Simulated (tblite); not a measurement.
C4H12O4Si, charge +1, doublet, at a GFN2-xTB geometry (a state made from the parent by changing its charge; the spin is typed, not shown lowest); GFN1-xTB (tblite).

Input for tblite:
```
$ tblite run mol.xyz --method gfn1 --charge 1 --spin 1 --grad --json tblite.json --no-restart

# file mol.xyz
21

C     -0.11670586    -2.24278719    -1.65173879
O     -0.10268118    -0.88467916    -1.35115769
Si     0.00095962    -0.00044419    -0.00058621
O     -0.63894185     1.45284767    -0.30608731
C     -1.69580926     1.93597961    -1.07150182
O     -0.77774819    -0.79708858     1.17152039
C     -0.74507282    -0.80614135     2.56259729
O      1.52915643     0.22439067     0.47974697
C      2.54887460     1.11698217     0.16596616
H     -0.54575355    -2.83431593    -0.84336315
H      0.90213945    -2.58557608    -1.86871056
H     -0.70010660    -2.37121716    -2.57058672
H     -1.45218806     2.96551655    -1.35663978
H     -2.60733703     1.97775207    -0.46339402
H     -1.86754280     1.32617893    -1.95817493
H      0.24834443    -0.57668255     2.94731708
H     -1.47436083    -0.08841114     2.95683738
H     -1.06270741    -1.80141888     2.89294884
H      3.18056348     0.69576993    -0.62534678
H      2.16017216     2.08703202    -0.14285913
H      3.17934042     1.22362660     1.05606279
```

It wrote (shortened):

```
xTB calculator
 | screened Coulomb repulsion
 | Coulomb electrostatics
 |  * isotropic Klopman-Ohno-Mataga-Nishimoto electrostatics
 |  * onsite third-order electrostatics
 | DFT-D3(BJ) dispersion correction

halogen bonding energy    0.0000000000000E+00 Eh
repulsion energy          3.0274326917396E-01 Eh
dispersion energy        -7.9564366431905E-03 Eh
number of electrons       5.5000000000000E+01 e
integral cutoff           2.8146159136829E+01 bohr

------------------------------------------------------------
  cycle        total energy    energy error   density error
------------------------------------------------------------
      1     -34.63146462763  -3.4926251E+01   6.2494023E-01
      2     -35.24918515709  -6.1772053E-01   3.4485990E-01
      3     -35.18353359023   6.5651567E-02   1.8690564E-01
      4     -35.20496133026  -2.1427740E-02   1.0266300E-01
      5     -35.30351155306  -9.8550223E-02   2.0063400E-02
      6     -35.29554551936   7.9660337E-03   2.8039619E-02
      7     -35.29197674246   3.5687769E-03   3.1972087E-02
      8     -35.30759059015  -1.5613848E-02   4.7733368E-03
      9     -35.30775196741  -1.6137726E-04   3.2825397E-03
     10     -35.30791326320  -1.6129579E-04   7.6222345E-04
     11     -35.30791866809  -5.4048912E-06   4.1685339E-04
     12     -35.30792141803  -2.7499353E-06   1.5752121E-05
     13     -35.30792141767   3.5541348E-10   1.9039811E-05
------------------------------------------------------------

electronic energy        -3.5602708250202E+01 Eh
total energy             -3.5307921417672E+01 Eh

Post processing:
 | Mayer-Wiberg bond orders

[Info] Tight-binding results written to 'tblite.txt'
[Info] JSON dump of results written to 'tblite.json'
```
